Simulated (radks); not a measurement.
Species: Ce4+. Configuration: [Xe]. Calculated with a radial shooting solver on a logarithmic mesh with Libxc functionals: scalar-relativistic Kohn-Sham, exchange-only LDA, spin-polarised, spherical densities, finite nucleus; Fermi nuclear charge, rms radius 4.8771 fm.

Local quantities along the radius. ELF = 1/(1 + alpha^2) is the electron localisation function; alpha = (tau - tau_W)/tau_unif compares the Pauli kinetic energy density with that of the uniform gas (summed over spins); 4 pi r^2 rho is in e/bohr; -r V(r) is the screened charge that the Kohn-Sham potential of spin up presents (atomic units). tau is taken from the large components.

r (bohr),ELF,alpha,4 pi r^2 rho,-r V(r)
0.0008651,0.999,0.02398,2.159,57.73
0.0009912,0.999,0.02394,2.722,57.70
0.001145,0.999,0.02402,3.472,57.65
0.001311,0.999,0.02424,4.357,57.59
0.001502,0.999,0.02461,5.453,57.53
0.001721,0.999,0.02517,6.801,57.47
0.001988,0.999,0.02598,8.560,57.38
0.002278,0.999,0.02700,10.59,57.29
0.002609,0.999,0.02832,13.03,57.18
0.00299,0.999,0.03001,15.96,57.06
0.003453,0.999,0.03230,19.63,56.92
0.003956,0.999,0.03508,23.68,56.76
0.004532,0.999,0.03863,28.34,56.58
0.005234,0.998,0.04352,33.91,56.36
0.005996,0.998,0.04958,39.71,56.12
0.00687,0.997,0.05761,45.92,55.85
0.007871,0.995,0.06841,52.35,55.55
0.00909,0.993,0.08425,59.07,55.19
0.01041,0.989,0.1055,64.97,54.80
0.01193,0.982,0.1359,70.01,54.36
0.01367,0.968,0.1805,73.77,53.87
0.01579,0.940,0.2522,75.97,53.29
0.01809,0.888,0.3558,76.18,52.68
0.02072,0.793,0.5111,74.71,52.00
0.02374,0.650,0.7332,72.07,51.24
0.02742,0.484,1.033,69.02,50.36
0.03141,0.369,1.309,67.19,49.44
0.03599,0.324,1.446,67.62,48.43
0.04156,0.355,1.348,71.46,47.26
0.04761,0.452,1.102,78.23,46.06
0.05455,0.581,0.8498,86.81,44.75
0.0625,0.688,0.6735,94.89,43.34
0.07218,0.744,0.5873,99.86,41.74
0.08269,0.734,0.6020,99.10,40.12
0.09474,0.654,0.7273,92.98,38.41
0.1085,0.507,0.9852,83.94,36.62
0.1254,0.365,1.318,75.84,34.62
0.1436,0.336,1.405,73.53,32.67
0.1645,0.429,1.153,77.24,30.67
0.19,0.601,0.8154,83.90,28.52
0.2177,0.721,0.6219,86.43,26.47
0.2494,0.758,0.5650,80.42,24.46
0.2858,0.694,0.6634,65.98,22.49
0.33,0.460,1.083,47.62,20.46
0.3781,0.231,1.822,34.98,18.59
0.4332,0.224,1.859,30.85,16.79
0.4963,0.455,1.094,33.11,15.07
0.5731,0.708,0.6424,36.02,13.32
0.6566,0.766,0.5532,34.40,11.78
0.7523,0.700,0.6545,28.14,10.39
0.8619,0.517,0.9663,20.28,9.175
0.9954,0.312,1.485,13.76,8.073
1.14,0.284,1.586,10.46,7.208
1.307,0.457,1.089,8.965,6.504
1.509,0.712,0.6360,7.704,5.904
1.729,0.818,0.4713,6.019,5.455
1.981,0.818,0.4711,4.015,5.107
2.269,0.733,0.6029,2.228,4.838
2.621,0.519,0.9628,0.9564,4.612
3.002,0.240,1.779,0.3417,4.438
3.44,0.062,3.884,0.09526,4.294
3.941,0.010,10.16,0.02014,4.182
4.551,0.001,35.04,0.002770,4.099
5.214,0.000,142.8,0.0002959,4.049

On this mesh the ELF has minima near r = 0.036, 0.14, 0.43, 1.1 bohr, which separate the shells, and maxima near 0.072 (0.74), 0.25 (0.76), 0.66 (0.77), 2.0 (0.82).
